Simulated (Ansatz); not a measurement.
CH5FGeOSi can be A, `F[C@@H]1[O][Ge@H]1[SiH3]`, or B, `F[SiH]1[CH2][GeH2][O]1`.

Isolated molecules relaxed with PBE0-D4/def2-TZVP in Ansatz; ΔE leaves out vibrations. CBS: MP2 limit from def2 TZ/QZ plus the TZ coupled-cluster correction, frozen cores. DFT in def2-TZVPP. B3LYP here is the variant with VWN-RPA as its local correlation; programs differ in this. For Ge outer-core shells are correlated without core-valence functions, which leaves a few kJ/mol of doubt a bond. Scalar relativity is left out up to krypton.

A:

Z-matrix (Å, degrees):
```
C
O 1 1.353
Ge 1 1.938 2 67.2
F 1 1.360 2 114.5 3 -112.8
H 1 1.092 2 117.4 3 117.5
Si 3 2.369 1 122.9 2 80.8
H 3 1.533 1 114.9 2 -88.1
H 6 1.483 3 107.6 1 11.0
H 6 1.485 3 110.3 1 -109.4
H 6 1.485 3 108.7 1 130.2
```

B:

Z-matrix (Å, degrees):
```
Si
C 1 1.879
Ge 1 2.572 2 49.6
F 1 1.594 2 112.1 3 114.8
O 1 1.643 2 94.7 3 -1.2
H 1 1.479 2 118.5 3 -121.1
H 2 1.090 1 116.2 3 113.7
H 2 1.090 1 116.0 3 -115.2
H 3 1.535 1 122.5 2 99.8
H 3 1.535 1 123.1 2 -98.0
```

Question: Which is lower in electronic energy at CCSD(T)/CBS, and by how much? (An estimate is asked.)

Answer: The calculation gave: B, by 480.3 kJ/mol.

Question: Give E(B) − E(A) in kJ/mol with r2SCAN-D4, B3LYP, CCSD/def2-TZVPP, PBE-D4, CCSD(T)/def2-TZVPP, B3LYP-D4, MP2/def2-TZVPP. (Best estimate.)

Answer: The calculation gave: r2SCAN-D4 -453.8, B3LYP -447.3, CCSD/def2-TZVPP -486.8, PBE-D4 -415.8, CCSD(T)/def2-TZVPP -476.5, B3LYP-D4 -452.2, MP2/def2-TZVPP -498.2. None reverses the order clearly.

Largest T1 diagnostic: 0.016.

In def2-TZVPP, CCSD(T) changes the Hartree–Fock value by +36.0 kJ/mol (the triples alone add +10.2 kJ/mol) and MP2 by +14.3 kJ/mol. The D4 term adds −4.9 kJ/mol with B3LYP and −2.3 kJ/mol with PBE0; it sums over pairs of atoms, weighted by their polarisabilities, and B3LYP, whose exchange is more repulsive, gets the larger term.
